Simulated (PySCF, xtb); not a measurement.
Sn(Cl)(NH2)3 (ClH6N3Sn), SMILES [NH2][Sn]([NH2])([NH2])[Cl]. Other conformers were not sampled.

Harmonic wavenumbers (cm⁻¹) from GFN2-xTB in xtb at its own minimum, in rising order: 65, 70, 111, 113, 128, 135, 140, 141, 288, 425, 511, 512, 729, 734, 735, 779, 781, 793, 1471, 1471, 1477, 3381, 3382, 3385, 3409, 3410, 3412.

Q: What does B3LYP-D3(BJ)/def2-SVP in PySCF give at its own minimum? (An estimate is asked for; the answer gives what the named calculation found.)

A: 91, 91, 156, 156, 161, 170, 170, 241, 346, 543, 552, 552, 651, 651, 652, 841, 866, 866, 1534, 1534, 1535, 3498, 3499, 3499, 3595, 3595, 3595. Paired by order, the mean absolute difference is 79 cm⁻¹ and the zero-point energies are 45.7 and 48.1 kcal/mol.
